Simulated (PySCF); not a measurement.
Planning a shielding job on `O=CCB(F)F`.

Method: GIAO PBE0/6-31G NMR shielding, non-relativistic, gas phase (PySCF 2.14.0, density-fitted response routines). Geometry: PBE0-D3(BJ)/def2-SVP. Work: shieldings, charges and field gradients, density fitting. A driver script takes a list of jobs; this job's settings line and coordinates (Å) are shown.

Input:
```
{"job": {"kind": "nmr", "xc": "PBE0", "basis": "6-31G", "pop": true}, "charge": 0, "multiplicity": 1}
O     -1.535664     1.527990    -0.736820
C     -1.062876     0.429008    -0.646072
C     -0.254584    -0.047584     0.529745
B      1.243686    -0.310846     0.146836
F      2.243543     0.068860     0.914430
F      1.548985    -0.949822    -0.967156
H     -1.188201    -0.323037    -1.467621
H     -0.347368     0.658594     1.365629
H     -0.646173    -1.035406     0.839647
```

Hardware: an x86-64 server with one thread (shared host).

**Question.** How large is the basis?

**Answer.** 60 functions for 46 electrons, with 536 fitting functions; the fitted three-index integrals, 536 × 60 × 61/2 numbers of 8 bytes, come to 7.5 MiB.

**Question.** Which is nearest to the wall time?
A. 0.6 s
B. 38 s
C. 4.8 s

**Answer.** C. The run took 4.8 s. The SCF took 13 cycles.

The SCF part of the output:
```
coarse grid: 8376 points
cycle   1  E = -377.2072216670  dE =  9.489e-01  |g| = 9.826e-01  |ddm| = 2.945e+00
cycle   2  E = -376.6229963852  dE =  5.842e-01  |g| = 1.979e+00  |ddm| = 3.140e+00
cycle   3  E = -377.3955629094  dE = -7.726e-01  |g| = 2.484e-01  |ddm| = 2.483e+00
cycle   4  E = -377.4070846367  dE = -1.152e-02  |g| = 7.131e-02  |ddm| = 2.476e-01
cycle   5  E = -377.4078875147  dE = -8.029e-04  |g| = 1.949e-02  |ddm| = 5.984e-02
cycle   6  E = -377.4079705988  dE = -8.308e-05  |g| = 5.339e-03  |ddm| = 1.861e-02
cycle   7  E = -377.4079766087  dE = -6.010e-06  |g| = 1.008e-03  |ddm| = 6.524e-03
final grid: 84160 points
cycle   8  E = -377.3849501297  dE =  2.639e-06  |g| = 1.030e-02  |ddm| = 1.578e-02
cycle   9  E = -377.3848803757  dE =  6.975e-05  |g| = 2.135e-02  |ddm| = 2.696e-02
cycle  10  E = -377.3849717559  dE = -9.138e-05  |g| = 1.055e-03  |ddm| = 1.886e-02
cycle  11  E = -377.3849720235  dE = -2.676e-07  |g| = 1.009e-04  |ddm| = 1.002e-03
cycle  12  E = -377.3849720251  dE = -1.662e-09  |g| = 5.446e-05  |ddm| = 1.209e-04
cycle  13  E = -377.3849720256  dE = -4.652e-10  |g| = 1.430e-05  |ddm| = 4.615e-05
converged SCF energy = -377.3849720256
```

On the final grid dE counts from the start density on that grid.

The host was shared with other jobs, so the times are rough.
